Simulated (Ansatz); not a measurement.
CH6OSSn (`C[O][SnH2][SH]`). Charge 0, multiplicity 1. Sn takes the def2 core potential. All single points use the PBE0-D4/def2-TZVP geometry. It is one conformer, not always the lowest.

```xyz
10

C    -1.042   -1.050   -0.714
O    -0.095   -1.223    0.309
Sn    0.809    0.342    1.071
S     1.834    1.576   -0.714
H    -1.917   -0.472   -0.382
H    -0.617   -0.552   -1.596
H    -1.395   -2.038   -1.023
H     2.002   -0.326    2.073
H    -0.370    1.330    1.810
H     0.791    2.413   -0.834
```

(1) What is the dipole moment at r2SCAN/def2-TZVPP? (Best estimate.)

(2) And with PBE, B3LYP, ωB97M-V? (Estimate.)

(3) Give the Mulliken charges with r2SCAN, ωB97M-V, PBE in def2-TZVPP. (An estimate is asked.)

Results:

(1) Ansatz gave: 1.65 D, with components (-1.00, 1.10, 0.71) D in this frame, pointing from negative to positive charge.

(2) The calculation gave: PBE 1.56 D, B3LYP 1.64 D, ωB97M-V 1.69 D.

(3) Computed: 
```csv
atom,r2SCAN,ωB97M-V,PBE
C1,0.01,-0.18,-0.14
O2,-0.54,-0.54,-0.47
Sn3,0.86,0.76,0.80
S4,-0.39,-0.35,-0.37
H5,0.05,0.10,0.08
H6,0.06,0.11,0.09
H7,0.06,0.12,0.10
H8,-0.10,-0.07,-0.10
H9,-0.11,-0.08,-0.11
H10,0.12,0.13,0.12
```

B3LYP here is the variant with VWN-RPA as its local correlation; programs differ in this.
